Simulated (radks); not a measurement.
The numbers below are computed, except where a source is named.
Numerical settings for the iron ion Fe+, [Ar] 3d6 4s1. Code: a radial shooting solver on a logarithmic mesh with Libxc functionals. Model: scalar-relativistic Kohn-Sham, r2SCAN, spin-unpolarised, spherical densities, finite nucleus; meta-GGA in the generalised Kohn-Sham scheme; Fermi nuclear charge, rms radius 3.7377 fm. The defaults (mesh step 0.008 in ln r, mesh end at 40 bohr or more with all orbitals vanishing there, Anderson mixing 0.5 over 9 steps, residual threshold near 1e-9 with the energy settled to 1e-9 hartree or 1e-11 of itself, here a cap of 78 iterations) give E = -1272.304 hartree and 4s at -12.234 eV in 14 iterations. Run on one thread of a shared host, so times are rough (Arm Neoverse V2): 0.08 s of CPU time, 0.08 s wall, 14 iterations on 2259 mesh points. Changes against that run (0 stands for a change within the tolerance of the run):

| setting | iterations | converged | E (mhartree) | e(4s) (meV) | CPU (s) |
|---|---|---|---|---|---|
| mesh step in ln r 0.005 | 16 | yes | 0 | 0 | 0.13 |
| mesh step in ln r 0.03 | 13 | yes | +0.0364 | 0 | 0.02 |
| mesh step in ln r 0.02 | 13 | yes | +0.00522 | 0 | 0.03 |
| mesh end (bohr) 2 | 12 | level above zero | +4.91e+03 | +8.62e+04 | 0.05 |
| mesh end (bohr) 8 | 14 | yes | +0.343 | +21.5 | 0.07 |
| residual threshold 1e-13 | 78 | no | 0 | 0 | 0.24 |
| residual threshold 0.1 | 10 | yes | 0 | +0.311 | 0.06 |
| mixing 2.5 | 19 | yes | 0 | +0.00378 | 0.11 |
| linear mixing, mixing 0.5 | 68 | no | diverged | - | 0.24 |
| linear mixing, mixing 0.05 | 78 | no | +0.833 | -79 | 0.37 |
| mixing history 2 | 25 | yes | 0 | +0.0075 | 0.12 |
| iteration cap 8 | 8 | no | 0 | +0.477 | 0.05 |

Settled on a wrong energy, with an occupied level pushed above zero by the early mesh end: mesh end (bohr) 2 (+4.91 hartree). Apart from these: no run marked as converged misses the energy by more than 1 mhartree. A mesh that ends early acts as a hard wall.
